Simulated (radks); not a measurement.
Results of a calculation; reference values are marked as such.
Q: Species: Fe+. Configuration: [Ar] 3d5 4s2 (not the ground configuration). Level of theory: non-relativistic Kohn-Sham, PBEsol, spin-polarised, spherical densities, point nucleus; open shells are filled with parallel spins first (a radial shooting solver on a logarithmic mesh with Libxc functionals). Some entries of the table are withheld. Estimate them.

| orbital | occ. | eigenvalue (eV) | r(max) (bohr) | <1/r> (bohr^-1) |
|---|---|---|---|---|
| 1s up | 1 | -6940.601 | 0.03898 | 25.50 |
| 1s down | 1 | -6940.596 | 0.03898 | 25.50 |
| 2s up | 1 | -821.8663 | 0.2255 | 5.453 |
| 2s down | 1 | -819.1203 | 0.2253 | 5.466 |
| 2p up | 3 | -711.3698 | 0.1812 | 5.408 |
| 2p down | 3 | -709.3133 | 0.1809 | 5.419 |
| 3s up | 1 | -108.7660 | 0.7063 | 1.737 |
| 3s down | 1 | -102.9861 | 0.7077 | 1.726 |
| 3p up | 3 | -76.3871 | 0.7127 | 1.618 |
| 3p down | 3 | -70.6999 | 0.7150 | 1.603 |
| 3d up | 5 | (1) | 0.6912 | 1.303 |
| 3d down | 0 | (2) | 0.7031 | 1.252 |
| 4s up | 1 | (3) | 2.175 | 0.5160 |
| 4s down | 1 | (4) | 2.295 | 0.4837 |

A: 
(1) 3d up eigenvalue (eV): -23.7638
(2) 3d down eigenvalue (eV): -18.4888
(3) 4s up eigenvalue (eV): -14.3793
(4) 4s down eigenvalue (eV): -13.2379
